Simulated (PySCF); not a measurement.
# Reading the logs of faulty runs: AlBFH4O anion

Calculated results; nothing here was measured. The program is PySCF 2.14.0, an open-source quantum chemistry code, run on an isolated molecule that a program drew, which may never have been made. The molecule is AlBFH4O anion (charge -1, singlet), drawn as the SMILES string `[OH][AlH][BH2-]F`.

Each row is a Hartree-Fock (HF) and frozen-core CCSD(T) single point in the aug-cc-pV(D+d)Z basis, meant for a local HF minimum. Run 1 is clean. Each other run has one planted mistake out of seven kinds, and not every kind appears here: one electron removed, one electron added, multiplicity raised by two, geometry at a saddle point, minimal basis STO-3G, one bond length entered in bohr, all coordinates scaled. The reference is restricted for singlets and unrestricted otherwise, and also for a bond in bohr. Adding or removing an electron swaps singlet and doublet. Electrons count all cores. HOMO and LUMO are orbital energies over both spins, the gradient is its largest component, and the lowest frequency (negative if imaginary) is given only where the gradient is small. Bond lengths are over the 7 bonds as drawn. T1 is the CCSD diagnostic: over 0.02 (restricted) or 0.045 (unrestricted) a single reference is doubtful.

Geometry of the clean run:
```xyz
8
AlBFH4O anion, angstrom
O     0.3532    0.2736   -2.4317
Al    0.3380    0.8198   -0.7654
B    -1.4165    0.7693    0.5591
F    -1.0689    1.3227    1.8748
H     1.1631    0.3391   -2.9043
H     1.8823    1.3354   -0.4919
H    -2.3233    1.4354    0.0406
H    -1.7879   -0.4073    0.6748
```

| run | electrons | basis functions | <S^2> | HOMO (eV) | LUMO (eV) | gradient (hartree/bohr) | lowest frequency (cm^-1) | mean bond (Å) | longest bond (Å) | T1 | HF (hartree) | CCSD(T) (hartree) | mistake |
|---|---|---|---|---|---|---|---|---|---|---|---|---|---|
| 1 | 40 | 137 | 0.000 | -3.42 | 3.06 | 3.6e-05 | 46 | 1.4987 | 2.199 | 0.0155 | -443.35318 | -444.00509 | no fault |
| 2 | 40 | 137 | 2.008 | -0.04 | 3.12 | 6.6e-02 | - | 1.4987 | 2.199 | 0.0210 | -443.26019 | -443.89652 | multiplicity raised by two |
| 3 | 40 | 137 | 0.843 | -3.70 | 3.17 | 1.9e-02 | - | 1.6181 | 2.199 | 0.0597 | -443.22620 | -443.86636 | one bond length entered in bohr |
| 4 | 40 | 137 | 0.000 | -3.53 | 3.07 | 1.4e-02 | - | 1.5226 | 2.234 | 0.0158 | -443.35165 | -444.00575 | all coordinates scaled |
| 5 | 40 | 28 | 0.000 | 0.68 | 15.34 | 6.8e-02 | - | 1.4987 | 2.199 | 0.0129 | -437.49897 | -437.65440 | minimal basis STO-3G |
| 6 | 39 | 137 | 0.763 | -11.68 | -1.23 | 7.6e-02 | - | 1.4987 | 2.199 | 0.0204 | -443.27106 | -443.89367 | ? |

**Which mistake was planted in run 6, and what did it cost?**

It counts 39 electrons, one fewer than the clean run, at the same geometry and basis. So the mistake is: one electron removed. Subtracting run 1 and multiplying by 627.51 kcal/mol a hartree, the energy moved by 51.5 kcal/mol in HF and 69.9 kcal/mol in CCSD(T).

Cautions from the logs. Run 3: T1 is over the limit, so its CCSD(T) energy is less reliable; run 5: the HOMO is above zero, so the electron isn't bound and the energy depends on the basis.
